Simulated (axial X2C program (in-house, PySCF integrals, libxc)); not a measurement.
# Density and ELF of HfSi

Computed with an in-house relativistic program for diatomic molecules. Spin-free means the one-electron spin-free X2C Hamiltonian. Basis: Hf dyall-cv3z [13s14p9d7f4g], Si dyall-v3z [8s7p2d1f] (cores contracted in-house); Gaussian nuclei, density fitting, unrestricted open shells. Masses: Hf 179.947 u, Si 27.977 u.

PBE0, without spin–orbit coupling, state M_S = 1, Λ = 1 (beyond evenly filled blocks: σα, π+α, π+β, π-α); Hf at z = 0, Si at z = 2.390 Å.

The maps cover the half plane through the axis: z from -2.4 to 4.2 Å along the bond, ρ from 0.15 to 2.25 Å away from it.

log10 of the density in e/bohr³:

```
 ρ\z  -2.4  -1.8  -1.2  -0.6   0.0   0.6   1.2   1.8   2.4   3.0   3.6   4.2
0.15  -2.8  -2.2  -1.5  -0.1   1.8  -0.1  -1.1  -0.9   1.1  -1.0  -1.6  -2.3
0.45  -2.9  -2.3  -1.6  -0.4   0.4  -0.4  -1.2  -1.1  -0.3  -1.2  -1.6  -2.3
0.75  -2.9  -2.4  -1.8  -1.0  -0.5  -1.0  -1.3  -1.2  -1.2  -1.3  -1.8  -2.5
1.05  -3.0  -2.5  -2.0  -1.5  -1.2  -1.4  -1.5  -1.5  -1.4  -1.6  -2.0  -2.7
1.35  -3.2  -2.6  -2.2  -1.9  -1.8  -1.8  -1.8  -1.8  -1.8  -1.9  -2.3  -2.9
1.65  -3.3  -2.8  -2.4  -2.2  -2.1  -2.1  -2.1  -2.1  -2.1  -2.3  -2.6  -3.2
1.95  -3.5  -3.1  -2.7  -2.5  -2.4  -2.4  -2.4  -2.4  -2.5  -2.6  -3.0  -3.4
2.25  -3.7  -3.3  -3.0  -2.8  -2.7  -2.7  -2.7  -2.7  -2.8  -3.0  -3.3  -3.7
```

Electron localisation function (collinear form, no current term, damped to 0 at low density):

```
 ρ\z  -2.4  -1.8  -1.2  -0.6   0.0   0.6   1.2   1.8   2.4   3.0   3.6   4.2
0.15  0.46  0.33  0.19  0.55  0.26  0.50  0.44  0.07  0.52  0.08  0.95  0.88
0.45  0.46  0.38  0.18  0.59  0.35  0.53  0.50  0.19  0.49  0.24  0.94  0.85
0.75  0.46  0.47  0.19  0.37  0.55  0.31  0.59  0.69  0.16  0.81  0.92  0.80
1.05  0.43  0.56  0.29  0.16  0.20  0.18  0.65  0.79  0.76  0.89  0.87  0.68
1.35  0.37  0.62  0.49  0.20  0.13  0.25  0.64  0.74  0.76  0.82  0.76  0.48
1.65  0.24  0.62  0.66  0.43  0.27  0.36  0.57  0.62  0.63  0.66  0.56  0.24
1.95  0.10  0.52  0.69  0.59  0.40  0.36  0.43  0.45  0.45  0.43  0.30  0.08
2.25  0.03  0.28  0.57  0.54  0.37  0.28  0.27  0.28  0.26  0.21  0.10  0.01
```

Axial spin density in 10⁻³ e/bohr³:

```
 ρ\z  -2.4  -1.8  -1.2  -0.6   0.0   0.6   1.2   1.8   2.4   3.0  3.6  4.2
0.15  -0.6  -1.3   5.9  70.3  -6.5  34.7  33.0  15.8  56.2  11.1  8.7  2.0
0.45  -0.6  -1.4   1.7  23.6  -1.0  14.3  23.6  16.6   0.5  11.8  7.1  1.7
0.75  -0.5  -1.3  -1.0   4.6  13.0   7.2  13.8  13.1   6.7   9.0  4.7  1.2
1.05  -0.4  -1.0  -1.3   2.4  10.1   5.8   7.6   8.1   6.0   5.4  2.7  0.8
1.35  -0.2  -0.6  -0.7   1.8   5.7   4.0   4.2   4.4   3.6   2.8  1.4  0.5
1.65  -0.2  -0.3  -0.2   1.2   2.9   2.4   2.3   2.3   1.9   1.4  0.7  0.2
1.95  -0.1  -0.2   0.0   0.7   1.5   1.4   1.2   1.1   0.9   0.7  0.3  0.1
2.25  -0.1  -0.1   0.0   0.4   0.7   0.7   0.6   0.6   0.4   0.3  0.2  0.1
```

The state is one determinant whose occupation by symmetry is held fixed; it was picked as the lowest of a PBE0 search that is not exhaustive. PBE0 can misorder states that lie within some tenths of an eV, so this need not be the ground state of the molecule. The nearest other spin-free determinant of the search, M_S = 0, Λ = 1, lies 0.12 eV up at the distance of the search. The functionals have no current-density term, which raises determinants with orbital currents, atoms included. The determinant is spin-polarised beyond a pure state at some levels (its spin-free form has ⟨S²⟩ too high), which makes Re and μ there less reliable.
